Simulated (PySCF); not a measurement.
C₃H₁₂Si₃.

```xyz
18

Si     2.9206     0.2437    -0.4836
C      1.5125    -0.5061     0.5573
C      0.1432     0.1636     0.3659
C     -0.4470     0.1380    -1.0823
Si    -2.3138     0.3841    -0.6630
Si    -1.4143    -0.5371     1.2930
H      2.7157    -0.0003    -1.9550
H      4.2424    -0.3615    -0.0882
H      2.9864     1.7327    -0.2586
H      1.4481    -1.5912     0.3191
H      1.8259    -0.4484     1.6228
H      0.2095     1.2300     0.6847
H     -0.3285    -0.8789    -1.5190
H      0.0266     0.8527    -1.7881
H     -3.3184    -0.3044    -1.5474
H     -2.6777     1.8411    -0.5417
H     -1.4034    -2.0462     1.2746
H     -1.6745    -0.0686     2.7014
```

The structure is a stationary point at PBE-D3(BJ)/def2-SVP. The structure was generated by enumeration; whether it is a known compound was not checked. One conformer was computed; it need not be the lowest.

All values below come from PBE/pcSseg-1 in PySCF. Non-relativistic, no solvent.

Computed absolute GIAO shielding of each atom: isotropic value and principal components (ppm):
| atom | σ(iso) | σ11 | σ22 | σ33 | span |
|---|---|---|---|---|---|
| Si1 | 406.0 | 366.3 | 397.0 | 454.9 | 88.6 |
| C2 | 156.8 | 141.8 | 145.0 | 183.6 | 41.8 |
| C3 | 147.1 | 123.0 | 150.3 | 167.9 | 44.8 |
| C4 | 156.9 | 139.9 | 150.6 | 180.1 | 40.2 |
| Si5 | 401.0 | 358.3 | 399.6 | 445.2 | 86.9 |
| Si6 | 372.9 | 326.6 | 345.5 | 446.6 | 120.0 |
| H7 | 26.9 | 23.5 | 26.3 | 31.0 | 7.6 |
| H8 | 27.1 | 23.9 | 24.8 | 32.7 | 8.7 |
| H9 | 27.3 | 24.2 | 25.7 | 32.0 | 7.8 |
| H10 | 29.9 | 25.5 | 30.2 | 34.0 | 8.5 |
| H11 | 29.7 | 24.4 | 28.8 | 35.8 | 11.4 |
| H12 | 29.1 | 25.9 | 29.7 | 31.6 | 5.7 |
| H13 | 29.8 | 26.8 | 29.3 | 33.3 | 6.5 |
| H14 | 29.1 | 23.8 | 28.1 | 35.3 | 11.6 |
| H15 | 26.6 | 23.3 | 24.0 | 32.5 | 9.2 |
| H16 | 26.7 | 23.9 | 25.0 | 31.3 | 7.4 |
| H17 | 26.7 | 24.4 | 25.4 | 30.4 | 5.9 |
| H18 | 26.3 | 23.0 | 23.9 | 32.0 | 9.0 |
